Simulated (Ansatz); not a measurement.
The same hydrogenolysis along the group B, Al, Ga.

Calculated with Ansatz (gas phase, PBE0-D4/def2-TZVP geometries, no zero-point term in ΔE). CCSD(T)/CBS adds triple-zeta CCSD(T) − MP2 to the extrapolated MP2 energy (def2 sets, frozen cores). This one scheme is used for every species. Functionals use def2-TZVPP. For Br, Ga outer-core shells are correlated without core-valence functions, which leaves a few kJ/mol of doubt a bond. Scalar relativity is left out up to krypton.

```
                                reaction  CCSD(T)/CBS(def2) (kJ/mol)
               `FBBr` + H₂ → `BBr` + H–F                         118
`[F][AlH][Br]` + H₂ → `[AlH2][Br]` + H–F                           ?
`[F][GaH][Br]` + H₂ → `[GaH2][Br]` + H–F                          67
```

(1) Fill in the missing values. (Best estimate.)

Largest T1 diagnostic: 0.012, for `[F][GaH][Br]`.

Answers

(1) Ansatz gave: `[F][AlH][Br]` + H₂ → `[AlH2][Br]` + H–F: +166.6 kJ/mol.
